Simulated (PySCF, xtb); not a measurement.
Be(Cl)(Me) (CH3BeCl), SMILES [CH3][Be][Cl].

GFN2-xTB (xtb) at its own geometry gives an orbital gap of 5.96 eV and a dipole moment of 1.21 D.

The structure is a stationary point at r2SCAN-D4/def2-TZVP.

Q: What does PySCF with M06-2X/def2-TZVPD give? (Estimate from the structure and the level; the computed values follow.)

A: gap 10.06 eV (levels -10.21 and -0.15 eV), dipole 1.26 D.
